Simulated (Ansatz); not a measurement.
`CC(C)[O][AlH][F]`, one more setting.

```yaml
crystal:
  periodic: [false, false, false]
  atoms:
    - {symbol: C, position_ang: [-0.456306, 0.352358, -1.108819]}
    - {symbol: C, position_ang: [-0.455885, -0.190873, 0.080662]}
    - {symbol: C, position_ang: [-0.503557, -1.367035, 0.235288]}
    - {symbol: O, position_ang: [0.373898, 0.028046, 1.075820]}
    - {symbol: Al, position_ang: [1.332116, 1.691479, 1.269312]}
    - {symbol: F, position_ang: [0.350610, 3.321633, 0.646062]}
    - {symbol: H, position_ang: [-0.567330, 1.507283, -1.230252]}
    - {symbol: H, position_ang: [-1.372138, -0.017135, -2.013173]}
    - {symbol: H, position_ang: [0.583532, 0.136542, -1.578949]}
    - {symbol: H, position_ang: [-1.367986, 0.147451, 0.536335]}
    - {symbol: H, position_ang: [-1.424224, -1.888423, -0.514064]}
    - {symbol: H, position_ang: [-0.638355, -2.225762, 1.307604]}
    - {symbol: H, position_ang: [0.547286, -2.376569, -0.184455]}
    - {symbol: H, position_ang: [2.413436, 1.826826, 2.510683]}
basis:
  gaussian: {orbitals: x2c-TZVPPall}
total_charge: -1
magnetization: {spin_polarized: true, initial_magnetization: 1}
hamiltonian: {xc: {name: wPBEh}}
scf: {lower_state_search: off}
output: {forces: true}
```

```sh
$ ansatz run in.yaml --threads 2 --pin off --events-out ev --progress --plain --max-ram 32768MiB --backend cuda --devices 0, --max-vram 18GiB
```

Output, abridged:

```
Functional definition: wPBEh
1605 factors; their error is unknown
137 factors; integrals over basis functions are off by at most 4.3e-7 eV
mean field evaluation 1: about -14596.8408 eV, gradient 4.4e1 eV
mean field evaluation 2: about -14565.3055 eV, gradient 9.2e1 eV
mean field evaluation 4: about -14605.5888 eV, gradient 8.7e0 eV
mean field evaluation 8: about -14605.8555 eV, gradient 2.4e-1 eV
mean field evaluation 16: about -14605.8808 eV, gradient 8.9e-4 eV
mean field -14605.88079799 eV, -536.7562191047 hartree, gradient 5.8e-6 eV, S^2 0.751665; 0 other end points of the search recorded, 0 dependent functions left out
reference -14605.88085271 eV, -536.7562211154 hartree; 29, 28 occupied and 280, 281 virtual orbitals, 1605 factors
Total energy: -14605.88085271 eV, -536.7562211154 hartree
Relativity: scalar
Atom 0 at    -0.456306     0.352358    -1.108819 Å, force     0.767541     5.388591   -12.883302 eV/Å
Atom 1 at    -0.455885    -0.190873     0.080662 Å, force    -2.614396    13.290088     5.488351 eV/Å
Atom 2 at    -0.503557    -1.367035     0.235288 Å, force    -3.585152   -30.608562    -0.247360 eV/Å
Atom 3 at     0.373898     0.028046     1.075820 Å, force     6.353698     5.976576     4.371737 eV/Å
Atom 4 at     1.332116     1.691479     1.269312 Å, force    -0.364114     0.648925    -2.327007 eV/Å
Atom 5 at     0.350610     3.321633     0.646062 Å, force     0.846630    -2.134686     1.333017 eV/Å
Atom 6 at    -0.567330     1.507283    -1.230252 Å, force     0.300363    -1.932532     0.882779 eV/Å
Atom 7 at    -1.372138    -0.017135    -2.013173 Å, force     2.716401     0.532797     3.100525 eV/Å
Atom 8 at     0.583532     0.136542    -1.578949 Å, force    -1.518862     0.280741     0.107435 eV/Å
Atom 9 at    -1.367986     0.147451     0.536335 Å, force    -2.152543     0.416375     0.220862 eV/Å
Atom 10 at    -1.424224    -1.888423    -0.514064 Å, force     2.124261     0.930048     1.780654 eV/Å
Atom 11 at    -0.638355    -2.225762     1.307604 Å, force     0.066673     3.798711    -2.652722 eV/Å
Atom 12 at     0.547286    -2.376569    -0.184455 Å, force    -2.116361     3.430847     0.493237 eV/Å
Atom 13 at     2.413436     1.826826     2.510683 Å, force    -0.824140    -0.017919     0.331795 eV/Å
Dipole moment:    -0.787061    -0.584995    -0.194132 e Å
Checks for a lower state left out: stability, starts, cluster_reference, orbital_swaps, neighbouring_geometries, increment
```

Hardware: 2 threads of an AMD EPYC 7R13 on a shared host and a share of an NVIDIA H100 80 GB. Wall time 8.5 s, peak host memory 0.92 GiB.
